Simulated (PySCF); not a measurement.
Al: excitation energy

Al [Ne] 3s2 3p1 (2P) → Al [Ne] 3s1 3p1 3d1 (high-spin determinant), as a difference of total energies. All numbers are calculated (PySCF 2.14, no relativity, point nucleus, in aug-cc-pV(T+d)Z (6s5p4d2f, 55 functions)). Correlated levels: valence: [Ne] frozen. The calculations carry no spin-orbit coupling.

```
           method  excitation energy (eV)
              UHF                   7.672
              LDA                   8.450
              PBE                   8.301
             PBE0                   8.365
           r2SCAN                   8.200
          wB97M-V                   8.895
           revPBE                   8.215
             TPSS                   8.343
           B2PLYP                   8.675
    MP2 (valence)                   8.452
SCS-MP2 (valence)                   8.723
```

Task: How much does correlation contribute at MP2 (valence)?

Result: 8.452 − (7.672) = 0.780 eV, measured against UHF.

The upper state lies above the first ionisation limit, but in LS coupling its spin forbids autoionisation to the ground ion.

The promoted electron is Rydberg-like, and one or two diffuse shells describe it only roughly, which tends to raise the upper state.

The determinant of the upper state mixes LS terms, which raises its energy above the lowest term, most at the Hartree-Fock and MP2 levels.
